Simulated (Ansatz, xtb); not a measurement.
# C5H9Br: which of two isomers lies lower

We compare X, `C[C@@H]1CC[C@@H]1Br`, a singlet, with Y, `C[C@@H]1CC[C@H]1Br`, a singlet. Both are isolated molecules in the gas phase, relaxed with B3LYP/def2-SVP.

Quicker runs give these differences E(Y) − E(X): GFN2-xTB −0.036 eV; HF/STO-3G −0.057 eV (at GFN2-xTB geometries); r2SCAN-D4/def2-SVP −0.040 eV (at GFN2-xTB geometries).

Q: Estimate E(Y) − E(X) at the level CCSD(T)/def2-SVP + ΔMP2/def2-TZVPP.

A: Calculated at CCSD(T)/def2-SVP + ΔMP2/def2-TZVPP: E(Y) − E(X) = −0.054 eV, so structure Y lies lower.

How the difference moves with the method:

```json
{"level": "GFN2-xTB", "geometry": "GFN2-xTB", "E(Y) − E(X) (eV)": "−0.036", "departure from the last row (eV)": "+0.018", "job, with rough time for the two": "optimisation, 0.4 s"}
{"level": "HF/STO-3G", "geometry": "GFN2-xTB", "E(Y) − E(X) (eV)": "−0.057", "departure from the last row (eV)": "−0.003", "job, with rough time for the two": "single point, 1.7 s"}
{"level": "r2SCAN-D4/def2-SVP", "geometry": "GFN2-xTB", "E(Y) − E(X) (eV)": "−0.040", "departure from the last row (eV)": "+0.014", "job, with rough time for the two": "single point, 9 s"}
{"level": "B3LYP/def2-SVP", "geometry": "B3LYP/def2-SVP", "E(Y) − E(X) (eV)": "−0.077", "departure from the last row (eV)": "−0.024", "job, with rough time for the two": "optimisation, 2.7 min"}
{"level": "HF/def2-SVP", "geometry": "B3LYP/def2-SVP", "E(Y) − E(X) (eV)": "−0.088", "departure from the last row (eV)": "−0.034", "job, with rough time for the two": "part of the CCSD(T) run"}
{"level": "MP2/def2-SVP", "geometry": "B3LYP/def2-SVP", "E(Y) − E(X) (eV)": "−0.064", "departure from the last row (eV)": "−0.010", "job, with rough time for the two": "part of the CCSD(T) run"}
{"level": "CCSD(T)/def2-SVP", "geometry": "B3LYP/def2-SVP", "E(Y) − E(X) (eV)": "−0.065", "departure from the last row (eV)": "−0.011", "job, with rough time for the two": "single point"}
{"level": "CCSD(T)/def2-SVP + ΔMP2/def2-TZVPP", "geometry": "B3LYP/def2-SVP", "E(Y) − E(X) (eV)": "−0.054", "departure from the last row (eV)": "", "job, with rough time for the two": "single point, 3.5 min"}
```

As drawn, both hold the same kinds of bond in the same numbers.

None of the levels shown reverses the order. The largest departure from CCSD(T)/def2-SVP + ΔMP2/def2-TZVPP is that of HF/def2-SVP, 0.034 eV. The last row adds to CCSD(T) the change of the MP2 difference between the two basis sets, here +0.011 eV.

With thermal terms from frequencies at re-optimised GFN2-xTB minima (ideal gas, soft modes damped towards free rotors, one conformer each, 298.15 K, 1 atm): the zero-point term adds −0.005 eV; ΔH is −0.056 and ΔG −0.067 eV.

The correlated steps freeze 14 core orbitals; the filled d shell of Br is correlated, in a basis made for valence electrons. Programs: Ansatz 0.2.0, xtb 6.7.1; the last row on 2 threads of Intel(R) Xeon(R) Platinum 8259CL CPU @ 2.50GHz (Skylake/Cascade Lake) on a shared host.
